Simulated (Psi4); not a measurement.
FGa, charge +1, quartet, geometry from GFN2-xTB of the parent state (such geometries of metal compounds can be far from the true shape) (a state made from the parent by changing its charge; the spin is typed, not shown lowest); Psi4 1.11 with B3LYP/STO-3G.

Here is a job for Psi4.
```
memory 2 GB

molecule {
1 4
  Ga   -0.00000000   -0.00000000   -0.40479707
  F     0.00000000    0.00000000    1.39430103
}

set basis sto-3g
set reference uks

energy('b3lyp')
print_variables()
```

The log (banner, timings and long lists left out):

```
   => Loading Basis Set <=

    Name: STO-3G
    Role: ORBITAL
    Keyword: BASIS

         ---------------------------------------------------------
                                   SCF
               by Justin Turney, Rob Parrish, Andy Simmonett
                          and Daniel G. A. Smith
                              UKS Reference
         ---------------------------------------------------------

  ==> Geometry <==

    Molecular point group: c2v
    Full point group: C_inf_v

    Geometry (in Angstrom), charge = 1, multiplicity = 4:

       Center              X                  Y                   Z               Mass
    ------------   -----------------  -----------------  -----------------  -----------------
         GA           0.000000000000     0.000000000000    -0.388744826274    68.925573500000
         F            0.000000000000     0.000000000000     1.410353273726    18.998403162730

  Running in c2v symmetry.

  Rotational constants: A = ************  B =      0.34970  C =      0.34970 [cm^-1]
  Rotational constants: A = ************  B =  10483.76661  C =  10483.76661 [MHz]
  Nuclear repulsion =   82.063586069558980

  Charge       = 1
  Multiplicity = 4
  Electrons    = 39
  Nalpha       = 21
  Nbeta        = 18

  ==> Algorithm <==

  SCF Algorithm Type is DF.
  DIIS enabled.
  MOM disabled.
  Fractional occupation disabled.
  Guess Type is SAD.
  Energy threshold   = 1.00e-06
  Density threshold  = 1.00e-06
  Integral threshold = 1.00e-12

  ==> Primary Basis <==

  Basis Set: STO-3G
    Blend: STO-3G
    Number of shells: 11
    Number of basis functions: 23
    Number of Cartesian functions: 24
    Spherical Harmonics?: true
    Max angular momentum: 2

  ==> DFT Potential <==

   => LibXC <=

    Version 7.1.2
    S. Lehtola, C. Steigemann, M. J. T. Oliveira, and M. A. L. Marques,  SoftwareX 7, 1–5 (2018) (10.1016/j.softx.2017.11.002)

   => Composite Functional: B3LYP <=

    B3LYP Hyb-GGA Exchange-Correlation Functional

    P. J. Stephens, F. J. Devlin, C. F. Chabalowski, and M. J. Frisch,  J. Phys. Chem. 98, 11623 (1994) (10.1021/j100096a001)

    Deriv               =              1
    GGA                 =           TRUE
    Meta                =          FALSE

    Exchange Hybrid     =           TRUE
    MP2 Hybrid          =          FALSE

   => Exchange Functionals <=

    0.0800   Slater exchange
    0.7200         Becke 88

   => Exact (HF) Exchange <=

    0.2000               HF

[...]
      Ntotal   =   38.9999782324 ; deviation = -2.177e-05

   @Spin Contamination Metric:   5.360227207E-03
   @S^2 Expected:                3.750000000E+00
   @S^2 Observed:                3.755360227E+00
   @S   Expected:                1.500000000E+00
   @S   Observed:                1.500000000E+00

    Orbital Energies [Eh]
    ---------------------

    Alpha Occupied:

[...]
    Alpha Virtual:

[...]
    Beta Occupied:

[...]
    Beta Virtual:

[...]
    Final Occupation by Irrep:
             A1    A2    B1    B2
    DOCC [     9,    1,    4,    4 ]
    SOCC [     2,    0,    1,    0 ]
    NA   [    11,    1,    5,    4 ]
    NB   [     9,    1,    4,    4 ]

  @DF-UKS Final Energy: -2000.20400060101679

   => Energetics <=

    Nuclear Repulsion Energy =             82.0635860695589798
    One-Electron Energy =               -2937.4559221324793725
    Two-Electron Energy =                 923.4358615018326191
    DFT Exchange-Correlation Energy =     -68.2475260399286583
    Empirical Dispersion Energy =           0.0000000000000000
    VV10 Nonlocal Energy =                  0.0000000000000000
    Total Energy =                      -2000.2040006010165598

  UHF NO Occupations:
  HONO-2 :   10 A1 1.0000000
  HONO-1 :    5 B1 1.0000000
  HONO-0 :   11 A1 1.0000000
  LUNO+0 :   12 A1 0.0020915
  LUNO+1 :    5 B2 0.0005910

Computation Completed

Properties will be evaluated at   0.000000,   0.000000,   0.000000 [a0]

Properties computed using the SCF density matrix

 Multipole Moments:

 ------------------------------------------------------------------------------------
     Multipole            Electronic (a.u.)      Nuclear  (a.u.)        Total (a.u.)
 ------------------------------------------------------------------------------------

 L = 1.  Multiply by 2.5417464519 to convert [e a0] to [Debye]
 Dipole X            :          0.0000000            0.0000000            0.0000000
 Dipole Y            :          0.0000000            0.0000000            0.0000000
 Dipole Z            :         -1.7010467            1.2133740           -0.4876727
 Magnitude           :                                                    0.4876727

 ------------------------------------------------------------------------------------

  Variable Map:
  ----------------------------------------------------------------------------
[...]
  Array Variable Map:
  ----------------------------------------------------------------------------
[...]
[...]
```
